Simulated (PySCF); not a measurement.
C3H14Si3, SMILES C[C@H](C[SiH3])[SiH2][SiH3]. Heavy atoms are numbered as in [CH3:1][C@H:2]([CH2:3][SiH3:4])[SiH2:5][SiH3:6]. Hydrogens are named by the atom that carries them.

Coordinates come from a PBE0-D3(BJ)/def2-SVP optimisation. The structure was generated by enumeration; whether it is a known compound was not checked. The values are those of a single conformer.

The numbers are results of PBE/def2-TZVP run with PySCF, not measurements.

ESP charges are fitted to the potential on shells at 1.4 to 2.0 van der Waals radii. Atomic charges (e), one atom of each kind:

```json
[
 {"atom": "C1 (CH3)", "IAO": "-0.42", "ESP fit": "-0.70", "Löwdin": "-0.31"},
 {"atom": "C2 (CH)", "IAO": "-0.34", "ESP fit": "0.35", "Löwdin": "-0.41"},
 {"atom": "C3 (CH2)", "IAO": "-0.53", "ESP fit": "-0.39", "Löwdin": "-0.40"},
 {"atom": "Si4 (SiH3)", "IAO": "0.55", "ESP fit": "0.18", "Löwdin": "0.23"},
 {"atom": "Si5 (SiH2)", "IAO": "0.42", "ESP fit": "0.11", "Löwdin": "0.17"},
 {"atom": "Si6 (SiH3)", "IAO": "0.23", "ESP fit": "0.00", "Löwdin": "0.09"},
 {"atom": "H on C1", "IAO": "0.14", "ESP fit": "0.17", "Löwdin": "0.13"},
 {"atom": "H on C2", "IAO": "0.14", "ESP fit": "0.02", "Löwdin": "0.16"},
 {"atom": "H on C3", "IAO": "0.15", "ESP fit": "0.13", "Löwdin": "0.15"},
 {"atom": "H on Si4", "IAO": "-0.11", "ESP fit": "-0.07", "Löwdin": "-0.03"},
 {"atom": "H on Si5", "IAO": "-0.10", "ESP fit": "-0.05", "Löwdin": "-0.02"},
 {"atom": "H on Si6", "IAO": "-0.09", "ESP fit": "-0.02", "Löwdin": "-0.03"}
]
```

Give the Mayer and Wiberg (Löwdin basis) orders of the bonds. (An estimate is asked for; the answer gives what the named calculation found.)


```tsv
bond	Mayer	Wiberg
C1–C2	0.97	1.26
C2–C3	0.98	1.22
C3–Si4	1.01	1.18
C2–Si5	0.98	1.06
Si5–Si6	0.96	1.15
```
